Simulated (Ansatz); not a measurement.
nido-B5H9 (Br for H, site a on B) (B5H8Br). Total charge 0; singlet. Geometry PBE-D4/def2-SVP; atoms count from 1.

```xyz
14

B     0.418   -0.882   -0.832
B    -1.161   -0.132   -0.375
B    -0.097   -0.759    0.793
B     1.254    0.186    0.357
B    -0.320    0.935    0.817
Br   -3.017   -0.506   -0.794
H     0.742   -1.831   -1.502
H    -0.248   -1.594    1.646
H     2.367    0.217    0.821
H    -0.687    1.685    1.687
H    -0.437   -0.126   -1.556
H    -0.993    1.242   -0.315
H     0.812    1.466    0.245
H     1.367    0.099   -0.994
```

(1) Estimate the Mulliken populations from the PBE0/def2-TZVP orbitals of Ansatz.

(2) And the Mayer bond orders between bonded heavy atoms (over 0.3)?

## Answers

(1) 
```tsv
atom	charge (e)
B1	-0.27
B2	-0.21
B3	0.06
B4	-0.30
B5	-0.27
Br6	-0.08
H7	0.07
H8	0.06
H9	0.06
H10	0.07
H11	0.21
H12	0.21
H13	0.20
H14	0.20
```
Mulliken values and Mayer orders depend strongly on the basis.

(2) B1–B2 0.58 (1.81 Å); B1–B3 0.67 (1.71 Å); B1–B4 0.59 (1.80 Å); B2–B3 0.69 (1.70 Å); B2–B5 0.58 (1.81 Å); B2–Br6 1.22 (1.94 Å); B3–B4 0.64 (1.71 Å); B3–B5 0.67 (1.71 Å); B4–B5 0.59 (1.80 Å).
